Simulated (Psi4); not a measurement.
lead atom (Pb), triplet (core potentials on Pb); B3LYP/def2-TZVPD (Psi4).

Here is a job for Psi4.
```
memory 2 GB

molecule mol {
0 3
Pb    0.000000    0.000000    0.000000
}

set {
  basis def2-tzvpd
  reference uks
  s_tolerance 1e-6
  s_orthogonalization canonical
}

energy('b3lyp')
print_variables()
```

It wrote (shortened):

```
   => Loading Basis Set <=

    Name: DEF2-TZVPD
    Role: ORBITAL
    Keyword: BASIS

    !!!  WARNING: ECP capability is in beta. Please check occupations closely.  !!!

         ---------------------------------------------------------
                                   SCF
               by Justin Turney, Rob Parrish, Andy Simmonett
                          and Daniel G. A. Smith
                              UKS Reference
         ---------------------------------------------------------

  ==> Geometry <==

    Molecular point group: d2h
    Geometry (in Angstrom), charge = 0, multiplicity = 3:

       Center              X                  Y                   Z               Mass
    ------------   -----------------  -----------------  -----------------  -----------------
         PB           0.000000000000     0.000000000000     0.000000000000   207.976652500000

  Running in d2h symmetry.

  Rotational constants: A = ************  B = ************  C = ************ [cm^-1]
  Rotational constants: A = ************  B = ************  C = ************ [MHz]
  Nuclear repulsion =    0.000000000000000

  Charge       = 0
  Multiplicity = 3
  Electrons    = 22
  Nalpha       = 12
  Nbeta        = 10

  ==> Algorithm <==

  SCF Algorithm Type is DF.
  DIIS enabled.
  MOM disabled.
  Fractional occupation disabled.
  Guess Type is CORE.
  Energy threshold   = 1.00e-06
  Density threshold  = 1.00e-06
  Integral threshold = 1.00e-12

  ==> Primary Basis <==

  Basis Set: DEF2-TZVPD
    Blend: DEF2-TZVPD
    Number of shells: 18
    Number of basis functions: 56
    Number of Cartesian functions: 66
    Spherical Harmonics?: true
    Max angular momentum: 3

  Core potential: DEF2-TZVPD
    Number of shells: 4
    Number of ECP primitives: 18
    Number of ECP core electrons: 60
    Max angular momentum: 3

  ==> DFT Potential <==

   => LibXC <=

    Version 7.1.2
    S. Lehtola, C. Steigemann, M. J. T. Oliveira, and M. A. L. Marques,  SoftwareX 7, 1–5 (2018) (10.1016/j.softx.2017.11.002)

   => Composite Functional: B3LYP <=

    B3LYP Hyb-GGA Exchange-Correlation Functional

    P. J. Stephens, F. J. Devlin, C. F. Chabalowski, and M. J. Frisch,  J. Phys. Chem. 98, 11623 (1994) (10.1021/j100096a001)

    Deriv               =              1
    GGA                 =           TRUE
    Meta                =          FALSE

    Exchange Hybrid     =           TRUE
    MP2 Hybrid          =          FALSE

   => Exchange Functionals <=

[...]
   @S   Observed:                1.000000000E+00

    Orbital Energies [Eh]
    ---------------------

    Alpha Occupied:

[...]
    Alpha Virtual:

[...]
    Beta Occupied:

[...]
       4Ag    -0.447957

    Beta Virtual:

[...]
      15Ag   123.350138

    Final Occupation by Irrep:
             Ag   B1g   B2g   B3g    Au   B1u   B2u   B3u
    DOCC [     4,    1,    1,    1,    0,    1,    1,    1 ]
    SOCC [     0,    0,    0,    0,    0,    1,    1,    0 ]
    NA   [     4,    1,    1,    1,    0,    2,    2,    1 ]
    NB   [     4,    1,    1,    1,    0,    1,    1,    1 ]

  @DF-UKS Final Energy:  -192.90596635323143

   => Energetics <=

    Nuclear Repulsion Energy =              0.0000000000000000
    One-Electron Energy =                -335.9247580345431743
    Two-Electron Energy =                 156.1021507545376323
    DFT Exchange-Correlation Energy =     -13.0833590732258855
    Empirical Dispersion Energy =           0.0000000000000000
    VV10 Nonlocal Energy =                  0.0000000000000000
    Total Energy =                       -192.9059663532314346

  UHF NO Occupations:
  HONO-2 :    4 Ag 1.9994399
  HONO-1 :    2B1u 1.0000000
  HONO-0 :    2B2u 1.0000000
  LUNO+0 :    5 Ag 0.0005601
  LUNO+1 :    2B3g 0.0000891
  LUNO+2 :    6 Ag 0.0000891
  LUNO+3 :    2B1g 0.0000334

Computation Completed

Properties will be evaluated at   0.000000,   0.000000,   0.000000 [a0]

Properties computed using the SCF density matrix

 Multipole Moments:

 ------------------------------------------------------------------------------------
     Multipole            Electronic (a.u.)      Nuclear  (a.u.)        Total (a.u.)
 ------------------------------------------------------------------------------------

 L = 1.  Multiply by 2.5417464519 to convert [e a0] to [Debye]
 Dipole X            :          0.0000000            0.0000000            0.0000000
 Dipole Y            :          0.0000000            0.0000000            0.0000000
 Dipole Z            :          0.0000000            0.0000000            0.0000000
 Magnitude           :                                                    0.0000000

 ------------------------------------------------------------------------------------

  Variable Map:
  ----------------------------------------------------------------------------
[...]
  Array Variable Map:
  ----------------------------------------------------------------------------
[...]
[...]
```
